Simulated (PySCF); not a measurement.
## Removing an electron from `CC(C)/C(F)=P/C(F)(F)F`

C₅H₇F₄P.
Geometry (PBE0-D3(BJ)/def2-SVP, Å), atoms numbered from 1 in this order:
```
atom  x, y, z in Å
C1    -1.7972    1.0633    0.1961
C2    -0.9965   -0.2032    0.5177
C3    -1.5012   -1.4129   -0.2540
C4     0.4607    0.0637    0.3177
F5     0.8947    1.0384    1.1089
P6     1.4539   -0.7341   -0.7964
C7     3.0544    0.2296   -0.4586
F8     3.5052    0.0853    0.7883
F9     2.9368    1.5366   -0.6972
F10    3.9973   -0.2432   -1.2827
H11   -2.8588    0.9124    0.4404
H12   -1.7201    1.3020   -0.8762
H13   -1.4298    1.9256    0.7690
H14   -1.1006   -0.4010    1.6026
H15   -1.3944   -1.2650   -1.3405
H16   -2.5686   -1.5734   -0.0430
H17   -0.9577   -2.3291    0.0203
```

Level: CAM-B3LYP/def2-SVPD (PySCF). Frontier orbitals with their largest atomic shares (Löwdin; up to four atoms above 4 %):

| orbital | ε (eV) | main atoms |
| --- | --- | --- |
| HOMO−3 | -11.79 | C2 22 %, C3 18 %, C1 16 %, H14 9 % |
| HOMO−2 | -11.20 | C2 16 %, C4 15 %, P6 12 %, C1 8 % |
| HOMO−1 | -10.08 | P6 57 %, C7 11 %, C4 8 %, F9 6 % |
| HOMO | -8.87 | ? |
| LUMO | -0.93 | P6 37 %, C4 33 %, F5 8 %, C7 5 % |
| LUMO+1 | 1.10 | P6 19 %, C3 19 %, H16 10 %, C1 7 % |
| LUMO+2 | 1.18 | P6 23 %, C4 12 %, C7 11 %, C1 9 % |

Problem. What vertical ionisation energy does ΔSCF give, and how far is −ε(HOMO) from it?

Solution. ΔSCF: 9.63 eV (929 kJ/mol; threshold wavelength 129 nm); ⟨S²⟩ of the doublet left behind is 0.753, against 0.75 for a pure doublet. −ε(HOMO) is 8.87 eV, 0.76 eV below it. For the exact functional −ε(HOMO) would equal the first vertical ionisation energy; CAM-B3LYP (range-separated hybrid) falls short of its own ΔSCF value by 8 %. Holes in the HOMO−1 and HOMO−2 were tried too where these lie within 1.2 eV of the HOMO; the lowest converged state counts.

Problem. On which atoms does the HOMO lie?

Solution. P6 (phosphorus bonded to 2 C) 41 %, C4 (carbon bonded to C, F and P) 31 %, F5 (fluorine bonded to C) 9 %, C2 (sp3 CH carbon) 5 %. The HOMO−1 lies 1.21 eV lower.

Problem. And the vertical electron affinity, the fundamental gap, Mulliken's electronegativity and the hardness (with the factor ½)?

Solution. EA = 0.28 eV by ΔSCF (−ε(LUMO) = 0.93 eV). IE − EA = 9.35 eV against an orbital gap of 7.94 eV; (IE + EA)/2 = 4.96 eV; (IE − EA)/2 = 4.68 eV. Parr's electrophilicity index (IE + EA)²/[8(IE − EA)] is 1.31 eV.

Problem. Shift the occupied levels rigidly so that −ε(HOMO) equals the ΔSCF value. What binding energies result?

Solution. The shift is +0.76 eV: HOMO 9.63, HOMO−1 10.84, HOMO−2 11.96, HOMO−3 12.55 eV. A rigid shift is only a rough guide to the deeper ionisations.

Problem. What total energies stand behind the ΔSCF value?

Solution. E(N) = -934.73598 Eh and E(N − 1) = -934.38196 Eh at the same geometry, 0.35402 Eh apart. With one more electron, E(N + 1) = -934.74641 Eh.

Problem. With α = 91.2 au, estimate the like-pair dispersion coefficient by London's formula C6 = (3/4)α²I.

Solution. I = 0.3540 Eh, so C6 ≈ 2210 au, a rough estimate.

The structure is a single PBE0-D3(BJ)/def2-SVP conformer in the gas phase; no vibrational or solvent corrections.

These values come from a run that also computed excited states and ΔSCF ions. The run took 2.6 min wall (grids of density and orbitals included) on an AMD EPYC 7R13 with one thread, shared host with 96 logical CPUs at a one-minute load of 15, and the process peaked at 1.4 GiB of memory.
